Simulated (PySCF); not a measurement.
2-(4-methylthiophen-2-yl)furan (C₉H₈OS), SMILES c1c(cc(-c2ccco2)s1)C.

Geometry optimised at PBE-D3(BJ)/def2-SVP. The values are those of a single conformer.

Method: PBE/def2-SVP run with PySCF.

Symmetry labels are those of the subgroup Cs that the program uses (full group Cs).

Question: List the valence orbital energies around the gap with their symmetry. (Estimate from the structure and the level; the computed values follow.)

Answer: 
```tsv
orbital	symmetry	energy (eV)
HOMO−7	A'	-8.95
HOMO−6	A"	-8.91
HOMO−5	A'	-8.79
HOMO−4	A'	-8.14
HOMO−3	A"	-6.89
HOMO−2	A"	-6.55
HOMO−1	A"	-5.88
HOMO	A"	-4.78
LUMO	A"	-1.78
LUMO+1	A"	-0.08
LUMO+2	A'	0.26
LUMO+3	A"	0.31
```
